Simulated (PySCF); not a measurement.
Computed IR spectrum (relative IR intensity) of a molecule C₃H₅ClSi. Coordinates come from a B3LYP-D3(BJ)/def2-SVP optimisation. One conformer was computed; it need not be the lowest. Calculation: B3LYP-D3(BJ)/def2-SVP in PySCF. Frequencies are harmonic and unscaled.

Lines under 2 % of the strongest are left out, and lines within 2 cm⁻¹ are merged.

ν (cm⁻¹): 337 (w), 340 (w), 516 (m), 627 (m), 687 (w), 743 (w), 751 (m), 753 (m), 762 (w), 863 (vs), 901 (s), 1273 (w), 2152 (m), 2253 (m), 3455 (m) (against the strongest line: vs over 80 %, s over 45 %, m over 15 %, w over 4 %, vw less)

Problem. Which structure fits?
(A) Cl[Si@@H]1C=CC1
(B) C#C[Si@@H](C)Cl
(C) C#CC[SiH2]Cl
(D) [SiH3]C=C=CCl

Solution. B, C#C[Si@@H](C)Cl
